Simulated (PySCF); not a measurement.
**Dipole response of Mo⁺ (molybdenum, charge +1)**

[Kr] 4d5, high-spin 6S determinant. All numbers are calculated (PySCF 2.14, scalar relativity through the core potential, in aug-cc-pVTZ-PP with ECP28MDF (6s6p5d3f2g, 88 functions)). Coupled (time-dependent) response in atomic units; α is the mean over directions.

```csv
method,mean α (bohr³),C₆ (like pair),S(−4)
BHandHLYP,19.33,124.2,214.5
```

S(−4) is the Cauchy moment in α(ω) = α(0) + S(−4) ω² + …

α(iu) at BHandHLYP:

| u (hartree) | α(iu) (bohr³) |
| --- | --- |
| 0 | 19.33 |
| 0.0500 | 18.82 |
| 0.100 | 17.53 |
| 0.200 | 14.37 |
| 0.300 | 11.80 |
| 0.500 | 8.454 |
| 0.750 | 6.032 |
| 1.00 | 4.546 |
| 1.50 | 2.849 |
| 2.00 | 1.937 |
| 3.00 | 1.042 |
| 5.00 | 0.4301 |

A single London oscillator, α(iu) = α/(1 + u²/ω²), gives C₆ = (3/4) ω α². Matching the computed C₆ needs ω = 4 × 124.2 / (3 × 19.33²) = 0.443 hartree.

For an ion, C₆ is the dispersion term alone; charge-induced terms of lower order in 1/R come first.

Energies and moments cover only the electrons outside the core potential.
